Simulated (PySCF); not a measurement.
BH₂, SMILES [BH2+], charge +1. Atoms are numbered in the order given.

```xyz
3

B      0.0000     0.0000     0.0000
H      0.0000     0.0000    -1.1774
H      0.0000     0.0000     1.1774
```
Charge +1, spin multiplicity 1.

The structure is a stationary point at r2SCAN-D4/def2-TZVPD.

Two levels are set side by side: PBE/pcSseg-2 (PySCF) and KT2/pcSseg-2 (PySCF). GIAO shifts against BF3 (¹¹B), TMS (¹H) at the same level; non-relativistic, no solvent, atoms listed together averaged. Differences are taken from unrounded values.

| quantity | KT2 |
|---|---|
| δ(¹¹B) of B1 (ppm) | 84.8 |
| δ(¹H) of H2, H3 (ppm) | 4.84 |

Task: What does PBE give, and how far is it from KT2? (Estimate from the structure and the level; the computed values follow.)

Result: 
```csv
quantity,PBE,PBE minus KT2
δ(¹¹B) of B1 (ppm),93.9,9.1
"δ(¹H) of H2, H3 (ppm)",4.79,-0.05
```

Rough cost on one machine, each run with all the roots and properties that it gave: KT2 against PBE within a factor of 2.
